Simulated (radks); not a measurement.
Problem. These are the eigenvalues of the occupied orbitals of an atom or ion with whole-number occupations (hartree). Method: Dirac Kohn-Sham, PBE, spin-unpolarised, spherical densities, finite nucleus; Fermi nuclear charge, rms radius of each element as measured or else 0.836 A^(1/3) + 0.57 fm; computed with a radial shooting solver on a logarithmic mesh with Libxc functionals.

1s1/2: -1652.731
2s1/2: -268.5486
2p1/2: -254.3183
2p3/2: -233.7304
3s1/2: -58.51952
3p1/2: -52.41603
3p3/2: -48.27627
3d3/2: -37.66575
3d5/2: -36.76864
4s1/2: -11.59647
4p1/2: -9.27402
4p3/2: -8.37079
4d3/2: -4.55085
4d5/2: -4.39031
5s1/2: -1.48851
5p1/2: -0.87210
5p3/2: -0.75356
6s1/2: -0.11471
5d3/2: -0.04558
4f5/2: -0.04121

Which element is it, and in what charge state? The configuration may be excited. Open shells, if any, fill j = l - 1/2 first.

Solution. Z = 61, promethium, charge 0: Pm in [Xe] 4f5 5d1 6s1. The list shows which subshells hold electrons but not how many an open one holds; the 1s level, -1652.7 hartree, gives Z - s = 57.5 by -(Z - s)^2/2, which with screening and relativity narrows Z to a few neighbours, and the depths of the outer levels then fix element, charge and occupations together.
